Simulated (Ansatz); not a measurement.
Total energies of `[NH]=[Mo](=[NH])([NH2])[NH2]`.

```xyz
11

N    -0.967    1.551   -0.171
Mo   -0.134    0.057    0.107
N    -0.671   -0.857    1.478
N    -0.404   -1.055   -1.468
N     1.741    0.489    0.402
H    -1.650    2.272    0.016
H    -1.242   -1.048    2.290
H    -0.501   -2.057   -1.430
H    -0.670   -0.689   -2.367
H     2.333   -0.016    1.040
H     2.165    1.353    0.103
```

Charge 0, multiplicity 1. Correlated methods include outer-core shells of Mo, which these sets cover unevenly. Mo takes the def2 core potential. The structure was optimised at the PBE0-D4/def2-TZVP level. It is one conformer, not always the lowest. Basis def2-TZVPP, Ansatz 0.2.0.

RPA on PBE orbitals: Hartree–Fock energy of these orbitals -288.84413 Eh, correlation -2.13303 Eh (frozen core).

```tsv
functional	energy without D4 (Eh)	D4 term (kJ/mol)
LDA (SPW92)	-289.12018	–
PBE	-290.80517	-27.6
revPBE	-291.02704	-76.5
BLYP	-290.95179	-59.5
r2SCAN	-290.94507	-6.8
B97M-V	-290.98534	–
PBE0	-290.74095	-23.4
B3LYP	-291.04358	-44.4
r2SCANh	-290.89897	-7.2
r2SCAN0	-290.83164	-8.0
HSE06 (plane-wave form)	-290.72957	-21.9
BHLYP	-290.72711	-35.2
CAM-B3LYP	-290.86062	-23.9
LC-ωPBE	-290.86698	–
ωB97X-V	-290.88396	–
ωB97M-V	-290.82177	–
B2PLYP	-290.77136	–
PBE-QIDH	-290.65213	–
```

B3LYP takes the VWN-RPA correlation (the form of Gaussian; ORCA's B3LYP/G). HSE06 is the plane-wave form, built on full-range PBE exchange. The double hybrids freeze the cores in their second-order part.

LC-ωPBE has ω = 0.4 bohr⁻¹.
